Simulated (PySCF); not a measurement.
## How methods differ on the interval between two levels of Nb

Nb [Kr] 4d4 5s1 [6D9/2, M_J = 9/2] → Nb [Kr] 4d4 5p1 [6F11/2, M_J = 11/2], as a difference of total energies. Computed with PySCF 2.14 in x2c-SVPall-2c with one added diffuse shell each of s, p, d type (7s9p7d1f, 76 functions), with the two-component X2C-1e Hamiltonian. Correlated levels: [Ar] 3d10 frozen; the 6 highest virtual spinors dropped. "Screened" scales the spin-orbit matrix elements by Boettger's factors to mimic the two-electron term; Breit and QED terms are absent.

```
                    method  interval between two levels (cm⁻¹)
           GHF (spin-free)                               21089
          GMP2 (spin-free)                               23488
 GHF (screened spin-orbit)                               21342
GMP2 (screened spin-orbit)                               23778
```

The labels give the starting determinants; with spin-orbit coupling the two ends relaxed to ⟨J²⟩ = 24.76, ⟨L²⟩ = 6.03, ⟨S²⟩ = 8.75 and ⟨J²⟩ = 35.81, ⟨L²⟩ = 12.09, ⟨S²⟩ = 8.75.
